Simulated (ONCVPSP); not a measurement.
Cutoff test, Fe, ONCV

ONCVPSP 4.0.1 input, shortened (lines: element, Z, core and valence counts, functional; n l f; lmax; l rc ep ncon nbas qcut; lloc lpopt rc5 dvloc0; l nproj debl; icmod fcfact rcfact), PBE, scalar-relativistic:

```
  Fe 26.00    5    2        4      upf
    1    0    2.00
    2    0    2.00
    2    1    6.00
    3    0    2.00
    3    1    6.00
    3    2    6.00
    4    0    1.00
    2
    0    2.00    0.00    5    9    3.20
    1    2.10    0.19    4    8    4.50
    2    1.60    0.00    3    7   10.40
    4    5    1.50    4.00
    0    1    3.50
    1    2    2.40
    2    3    0.50
    1    0.75    0.00
```

In the p channel the program set the typed energies aside and used 0.050, 2.450 Ha. In the d channel the program set the typed energies aside and used -0.586, 0.250, 0.750 Ha.

Q: For each optimised wave give the share of its norm inside rc, the residual kinetic energy above qcut (Ha) and the cutoffs (Ha) for errors of 10, 1, 0.1 and 0.01 mHa per electron.

A:

```
         wave  norm inside rc  residual KE  10 mHa  1 mHa  0.1 mHa  0.01 mHa
           4s           0.245      6.1e-04     2.9    4.7     44.7      56.3
p projector 1           0.089      2.2e-05     1.1    3.9      5.8      26.9
p projector 2           0.128      7.6e-03     7.6   52.3     62.8      82.1
           3d           0.821      5.8e-07    33.5   40.0     45.1      49.1
d projector 2           0.090      3.2e-07    29.9   37.7     43.8      48.4
d projector 3           0.060      5.0e-07    29.9   38.0     44.3      49.1
```

The occupied waves need 40 Ha and 45 Ha for 1 and 0.1 mHa.
